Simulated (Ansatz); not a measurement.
Start from `N[CH2][Zn][F]` and change one atom or group to get `[F][Zn][CH2]Cl`.

Ansatz, PBE0-D4/def2-TZVP geometries, multiplicity 1. Each molecule was computed in one conformer, which needn't be the lowest.

Scalar relativity is left out up to krypton.

```csv
property,`N[CH2][Zn][F]`
HOMO energy (ωB97M-V/def2-TZVPP) / eV,-9.24
HOMO–LUMO gap (ωB97M-V/def2-TZVPP) / eV,10.24
HOMO–LUMO gap (B3LYP/def2-TZVPP) / eV,5.87
HOMO energy (PBE/def2-TZVPP) / eV,-5.53
HOMO–LUMO gap (PBE0/def2-TZVPP) / eV,6.41
HOMO energy (B3LYP/def2-TZVPP) / eV,-6.72
```

(1) Give the same properties after the change, and the shifts. (Best estimate.)

Results:

(1) Computed: 
```csv
property,`[F][Zn][CH2]Cl`,shift
HOMO energy (ωB97M-V/def2-TZVPP) / eV,-10.16,-0.92
HOMO–LUMO gap (ωB97M-V/def2-TZVPP) / eV,10.69,0.45
HOMO–LUMO gap (B3LYP/def2-TZVPP) / eV,6.38,0.51
HOMO energy (PBE/def2-TZVPP) / eV,-6.73,-1.20
HOMO–LUMO gap (PBE0/def2-TZVPP) / eV,6.92,0.51
HOMO energy (B3LYP/def2-TZVPP) / eV,-7.76,-1.04
```

With PBE0 the HOMO falls by 1.05 eV and the LUMO falls by 0.54 eV, so the gap widens by about 0.51 eV. PBE moves the HOMO by -1.20 eV and ωB97M-V by -0.92 eV.

B3LYP here is the variant with VWN-RPA as its local correlation; programs differ in this.
